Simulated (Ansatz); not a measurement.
The pair A = H2O (SMILES O) (first 3 atoms), B = SO2 (SMILES O=S=O); geometry from B3LYP-D3(BJ)/def2-TZVP.
(charge 0, multiplicity 1):
```json
[
 {"atom": "O", "x (Å)": "0.5057", "y (Å)": "-0.0902", "z (Å)": "0.6105"},
 {"atom": "H", "x (Å)": "0.6067", "y (Å)": "0.8503", "z (Å)": "0.4224"},
 {"atom": "H", "x (Å)": "-0.3627", "y (Å)": "-0.3346", "z (Å)": "0.2694"},
 {"atom": "O", "x (Å)": "-1.1750", "y (Å)": "-0.6546", "z (Å)": "3.1775"},
 {"atom": "S", "x (Å)": "0.1773", "y (Å)": "-0.1718", "z (Å)": "3.2982"},
 {"atom": "O", "x (Å)": "0.3770", "y (Å)": "1.2495", "z (Å)": "3.4259"}
]
```

Correlated levels freeze the cores. MP2 and its Hartree–Fock in aug-cc-pV(Q+d)Z are density fitted.

The values were computed with Ansatz (a first-principles code). Values without a source in brackets are computed.

The counterpoise-corrected interaction energy is E(AB) − E(A in the pair's basis) − E(B in the pair's basis). Total energies (hartree):

| level | AB | A in the pair's basis | B in the pair's basis |
|---|---|---|---|
| HF/aug-cc-pV(T+d)Z | -623.3708776 | -76.0601498 | -547.3054222 |
| MP2/aug-cc-pV(T+d)Z | -624.3149879 | -76.3292431 | -547.9799461 |
| HF/aug-cc-pV(Q+d)Z | -623.3906441 | -76.0654378 | -547.3198501 |
| MP2/aug-cc-pV(Q+d)Z | -624.3973205 | -76.3518560 | -548.0392396 |
| MP2/aug-cc-pV(D+d)Z | -624.0597011 | -76.2616009 | -547.7933370 |
| CCSD(T)/aug-cc-pV(D+d)Z | -624.0946832 | -76.2746693 | -547.8149690 |

Problem. Work out the counterpoise-corrected interaction energy at the basis-set limit: extrapolate the MP2 correlation part as X⁻³, take Hartree–Fock from the larger set, and add the CCSD(T) − MP2 difference of aug-cc-pV(D+d)Z.

Solution. 
1. Differences (1 hartree = 627.509 kcal/mol): HF/aug-cc-pV(T+d)Z -3.329; MP2/aug-cc-pV(T+d)Z -3.639; HF/aug-cc-pV(Q+d)Z -3.361; MP2/aug-cc-pV(Q+d)Z -3.906; MP2/aug-cc-pV(D+d)Z -2.989; CCSD(T)/aug-cc-pV(D+d)Z -3.166.
2. Correlation parts, MP2 less HF: -0.309 in aug-cc-pV(T+d)Z (X = 3), -0.545 in aug-cc-pV(Q+d)Z (X = 4).
3. Limit (4³·(-0.545) − 3³·(-0.309))/(4³ − 3³) = -0.717; with HF/aug-cc-pV(Q+d)Z it gives -4.078.
4. CCSD(T) less MP2 in aug-cc-pV(D+d)Z: -0.177.
Result: -4.26 kcal/mol, against -3.64 at MP2/aug-cc-pV(T+d)Z. It is an estimate of this method's limit, not of the exact value.
